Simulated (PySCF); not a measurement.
**Molecular orbitals of TaC**

PBE0 at R = 1.729 Å; basis Ta cc-pVDZ-PP with ECP60, C cc-pVDZ; scalar-relativistic core potentials; PySCF 2.14. State: ²Σ⁺ (doublet), unpaired electrons σ ↑. Only the outer orbitals are listed, counted within each symmetry, core potentials removing the inner ones.

```csv
spin,orbital,occ.,ε (eV),on Ta (%),main shells (%)
α,1π,1,-42.02,100,100 Ta p
α,1π,1,-42.02,100,100 Ta p
α,3σ,1,-41.82,97,97 Ta p
α,4σ,1,-15.07,29,"71 C s, 14 Ta d, 10 Ta s"
α,5σ,1,-7.73,37,"54 C p, 30 Ta d, 9 C s"
α,2π,1,-7.28,52,"50 Ta d, 48 C p"
α,2π,1,-7.28,52,"50 Ta d, 48 C p"
α,6σ,1,-5.86,98,"75 Ta s, 17 Ta d"
α,1δ,0,-2.80,100,100 Ta d
α,1δ,0,-2.80,100,100 Ta d
α,3π,0,-1.68,89,"68 Ta p, 21 Ta d, 11 C p"
β,1π,1,-41.98,100,100 Ta p
β,1π,1,-41.98,100,100 Ta p
β,3σ,1,-41.61,97,97 Ta p
β,4σ,1,-13.82,35,"63 C s, 16 Ta d, 12 Ta s"
β,2π,1,-7.00,56,"53 Ta d, 43 C p"
β,2π,1,-7.00,56,"53 Ta d, 43 C p"
β,5σ,1,-5.86,96,"58 Ta s, 38 Ta d"
β,6σ,0,-3.55,56,"34 C p, 24 Ta p, 16 Ta s"
β,1δ,0,-2.81,100,100 Ta d
β,1δ,0,-2.81,100,100 Ta d
```

Task: Which are the highest filled and the lowest empty level, where do they sit, and how wide is the gap?

Result: Highest filled β 5σ at -5.86 eV (in %: 58 Ta s, 38 Ta d); lowest empty β 6σ at -3.55 eV (in %: 34 C p, 24 Ta p, 16 Ta s); the gap at PBE0 is 2.31 eV.

The bond order (Mayer) is 3.22. The ⟨S²⟩ is 0.771 and the charge on Ta (Mulliken, basis-dependent) is -0.02. The charge on Ta (Löwdin, basis-dependent) is 0.22 and the dipole moment (positive dipole means Ta(−)C(+)) is -3.13 D. The polarisability along the bond is 102.9 bohr³ and the polarisability across the bond is 82.8 bohr³.

Spin–orbit coupling is left out. With d or f electrons several states lie close, and the lowest PBE0 determinant need not be the measured ground state.
